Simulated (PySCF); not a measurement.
**Atomic charges against the basis set**

C5H3NS2.
Geometry (PBE0-D3(BJ)/def2-SVP, Å), atoms numbered from 1 in this order:
```
atom  x, y, z in Å
N1     3.6407    0.3067    0.2497
C2     2.8251   -0.4350    0.6180
S3     1.6866   -1.5354    1.1940
C4     0.2042   -0.7425    0.6426
C5     0.0225    0.4935    0.0764
C6    -1.3495    0.7442   -0.2070
C7    -2.1684   -0.2918    0.1489
S8    -1.2839   -1.6006    0.8283
H9     0.8390    1.1870   -0.1274
H10   -1.7137    1.6676   -0.6589
H11   -3.2505   -0.3672    0.0526
```

PBE0 throughout (PySCF), one geometry, spherical d and f functions. Geometry: PBE0-D3(BJ)/def2-SVP, one conformer, isolated molecule. The first 7 of 11 kinds of atom are listed.

Mulliken charges (e):

```
        basis  functions      N1      C2      S3      C4      C5      C6      C7
       STO-3G         51  -0.186  -0.065  +0.306  -0.213  -0.116  -0.105  -0.204
     pcSseg-0         86  -0.373  -0.183  +0.772  -0.733  -0.122  -0.175  -0.573
        6-31G         86  -0.285  -0.145  +0.656  -0.756  -0.052  -0.074  -0.574
       6-31G*        126  -0.307  +0.042  +0.368  -0.428  -0.127  -0.123  -0.417
      cc-pVDZ        135  -0.129  -0.059  +0.212  -0.312  +0.070  +0.041  -0.150
     def2-SVP        135  -0.033  -0.117  +0.161  -0.239  +0.027   0.000  -0.115
     pcSseg-1        165  -0.242  -0.007  +0.369  -0.550  +0.031  -0.049  -0.276
  aug-cc-pVDZ        219  -0.271  -0.302  +0.379  +0.040  +1.090  +0.360  -0.108
6-311+G(2d,p)        250  -0.195  +0.117  -0.457  +0.990  -0.008  -0.587  +0.138
    def2-TZVP        278  -0.026  -0.138  +0.092  +0.043  -0.185  -0.166  -0.156
      cc-pVTZ        290  -0.055  -0.104  +0.092  -0.045  -0.109  -0.147  -0.150
     IGLO-III        328  -0.358  +0.014  +0.378  -0.146  -0.182  -0.102  -0.227
```

IAO charges (e):

```json
{"basis": "STO-3G", "functions": "51", "N1": "-0.157", "C2": "-0.100", "S3": "+0.355", "C4": "-0.280", "C5": "-0.189", "C6": "-0.174", "C7": "-0.290"}
{"basis": "pcSseg-0", "functions": "86", "N1": "-0.198", "C2": "-0.040", "S3": "+0.308", "C4": "-0.281", "C5": "-0.180", "C6": "-0.168", "C7": "-0.300"}
{"basis": "6-31G", "functions": "86", "N1": "-0.199", "C2": "-0.040", "S3": "+0.301", "C4": "-0.260", "C5": "-0.186", "C6": "-0.170", "C7": "-0.300"}
{"basis": "6-31G*", "functions": "126", "N1": "-0.215", "C2": "-0.043", "S3": "+0.328", "C4": "-0.280", "C5": "-0.180", "C6": "-0.163", "C7": "-0.309"}
{"basis": "cc-pVDZ", "functions": "135", "N1": "-0.211", "C2": "-0.043", "S3": "+0.326", "C4": "-0.275", "C5": "-0.188", "C6": "-0.167", "C7": "-0.312"}
{"basis": "def2-SVP", "functions": "135", "N1": "-0.209", "C2": "-0.045", "S3": "+0.327", "C4": "-0.278", "C5": "-0.185", "C6": "-0.164", "C7": "-0.308"}
{"basis": "pcSseg-1", "functions": "165", "N1": "-0.218", "C2": "-0.041", "S3": "+0.337", "C4": "-0.288", "C5": "-0.188", "C6": "-0.168", "C7": "-0.315"}
{"basis": "aug-cc-pVDZ", "functions": "219", "N1": "-0.227", "C2": "-0.032", "S3": "+0.330", "C4": "-0.274", "C5": "-0.193", "C6": "-0.172", "C7": "-0.317"}
{"basis": "6-311+G(2d,p)", "functions": "250", "N1": "-0.230", "C2": "-0.037", "S3": "+0.342", "C4": "-0.287", "C5": "-0.191", "C6": "-0.171", "C7": "-0.324"}
{"basis": "def2-TZVP", "functions": "278", "N1": "-0.228", "C2": "-0.040", "S3": "+0.347", "C4": "-0.293", "C5": "-0.190", "C6": "-0.170", "C7": "-0.327"}
{"basis": "cc-pVTZ", "functions": "290", "N1": "-0.226", "C2": "-0.038", "S3": "+0.338", "C4": "-0.285", "C5": "-0.191", "C6": "-0.171", "C7": "-0.322"}
{"basis": "IGLO-III", "functions": "328", "N1": "-0.231", "C2": "-0.040", "S3": "+0.349", "C4": "-0.293", "C5": "-0.192", "C6": "-0.172", "C7": "-0.329"}
```

Hirshfeld charges (e):

| basis | functions | N1 | C2 | S3 | C4 | C5 | C6 | C7 |
| --- | --- | --- | --- | --- | --- | --- | --- | --- |
| STO-3G | 51 | -0.174 | 0.000 | +0.169 | -0.055 | -0.075 | -0.059 | -0.071 |
| pcSseg-0 | 86 | -0.180 | +0.027 | +0.138 | -0.065 | -0.078 | -0.061 | -0.078 |
| 6-31G | 86 | -0.183 | +0.033 | +0.122 | -0.057 | -0.071 | -0.061 | -0.078 |
| 6-31G* | 126 | -0.196 | +0.044 | +0.112 | -0.046 | -0.063 | -0.057 | -0.073 |
| cc-pVDZ | 135 | -0.188 | +0.034 | +0.126 | -0.052 | -0.071 | -0.060 | -0.077 |
| def2-SVP | 135 | -0.195 | +0.038 | +0.131 | -0.052 | -0.077 | -0.063 | -0.078 |
| pcSseg-1 | 165 | -0.197 | +0.041 | +0.128 | -0.054 | -0.074 | -0.063 | -0.078 |
| aug-cc-pVDZ | 219 | -0.203 | +0.034 | +0.142 | -0.060 | -0.077 | -0.067 | -0.084 |
| 6-311+G(2d,p) | 250 | -0.206 | +0.034 | +0.142 | -0.064 | -0.075 | -0.066 | -0.083 |
| def2-TZVP | 278 | -0.204 | +0.038 | +0.134 | -0.057 | -0.073 | -0.065 | -0.081 |
| cc-pVTZ | 290 | -0.201 | +0.039 | +0.131 | -0.055 | -0.072 | -0.063 | -0.080 |
| IGLO-III | 328 | -0.208 | +0.034 | +0.148 | -0.060 | -0.080 | -0.069 | -0.084 |

ESP-fitted charges (e):

```json
{"basis": "STO-3G", "functions": "51", "N1": "-0.389", "C2": "+0.332", "S3": "-0.016", "C4": "+0.090", "C5": "-0.175", "C6": "-0.192", "C7": "-0.094"}
{"basis": "pcSseg-0", "functions": "86", "N1": "-0.441", "C2": "+0.421", "S3": "-0.052", "C4": "-0.021", "C5": "-0.177", "C6": "-0.199", "C7": "-0.260"}
{"basis": "6-31G", "functions": "86", "N1": "-0.428", "C2": "+0.405", "S3": "-0.046", "C4": "-0.038", "C5": "-0.144", "C6": "-0.167", "C7": "-0.272"}
{"basis": "6-31G*", "functions": "126", "N1": "-0.376", "C2": "+0.292", "S3": "+0.051", "C4": "-0.142", "C5": "-0.099", "C6": "-0.141", "C7": "-0.310"}
{"basis": "cc-pVDZ", "functions": "135", "N1": "-0.354", "C2": "+0.255", "S3": "+0.080", "C4": "-0.174", "C5": "-0.098", "C6": "-0.131", "C7": "-0.313"}
{"basis": "def2-SVP", "functions": "135", "N1": "-0.378", "C2": "+0.296", "S3": "+0.043", "C4": "-0.119", "C5": "-0.126", "C6": "-0.141", "C7": "-0.290"}
{"basis": "pcSseg-1", "functions": "165", "N1": "-0.391", "C2": "+0.300", "S3": "+0.063", "C4": "-0.164", "C5": "-0.110", "C6": "-0.152", "C7": "-0.325"}
{"basis": "aug-cc-pVDZ", "functions": "219", "N1": "-0.395", "C2": "+0.294", "S3": "+0.066", "C4": "-0.134", "C5": "-0.112", "C6": "-0.139", "C7": "-0.313"}
{"basis": "6-311+G(2d,p)", "functions": "250", "N1": "-0.392", "C2": "+0.277", "S3": "+0.078", "C4": "-0.131", "C5": "-0.124", "C6": "-0.142", "C7": "-0.331"}
{"basis": "def2-TZVP", "functions": "278", "N1": "-0.393", "C2": "+0.285", "S3": "+0.062", "C4": "-0.104", "C5": "-0.124", "C6": "-0.154", "C7": "-0.299"}
{"basis": "cc-pVTZ", "functions": "290", "N1": "-0.384", "C2": "+0.278", "S3": "+0.064", "C4": "-0.114", "C5": "-0.114", "C6": "-0.150", "C7": "-0.293"}
{"basis": "IGLO-III", "functions": "328", "N1": "-0.393", "C2": "+0.279", "S3": "+0.082", "C4": "-0.139", "C5": "-0.114", "C6": "-0.143", "C7": "-0.315"}
```

Q: Which scheme is steadiest as the basis changes?

A: Largest range over the bases for any column: Hirshfeld 0.06 e, IAO 0.07 e, ESP-fitted 0.26 e, Mulliken 1.75 e. Hirshfeld charges move least and Mulliken charges most, counted in e. Without the minimal STO-3G basis the ranges are Hirshfeld 0.04, IAO 0.05, ESP-fitted 0.17, Mulliken 1.75 e.

Q: How much do the charges still move between the two largest bases, cc-pVTZ and IGLO-III?

A: At most, over all atoms: Mulliken 0.303 e, IAO 0.011 e, Hirshfeld 0.018 e, ESP-fitted 0.025 e.

Q: What do the same runs give for the total energy, the frontier levels and the dipole moment?

A: 
| basis | energy (Eh) | HOMO (eV) | LUMO (eV) | μ (D) |
| --- | --- | --- | --- | --- |
| STO-3G | -1031.0451 | -4.24 | 2.44 | 3.38 |
| pcSseg-0 | -1041.3413 | -7.19 | -1.21 | 3.47 |
| 6-31G | -1042.6687 | -6.77 | -0.79 | 3.40 |
| 6-31G* | -1042.8112 | -6.64 | -0.88 | 3.51 |
| cc-pVDZ | -1042.8784 | -6.72 | -0.93 | 3.48 |
| def2-SVP | -1042.4241 | -6.83 | -1.02 | 3.51 |
| pcSseg-1 | -1042.7884 | -6.92 | -1.17 | 3.63 |
| aug-cc-pVDZ | -1042.8944 | -6.86 | -1.17 | 3.72 |
| 6-311+G(2d,p) | -1042.9453 | -6.85 | -1.25 | 3.79 |
| def2-TZVP | -1042.9760 | -6.83 | -1.17 | 3.75 |
| cc-pVTZ | -1042.9751 | -6.81 | -1.10 | 3.69 |
| IGLO-III | -1042.9718 | -6.82 | -1.20 | 3.82 |

The dipole is fixed by the density alone, so its range of 0.44 D shows that the density itself changes with the basis, not only its division among atoms.
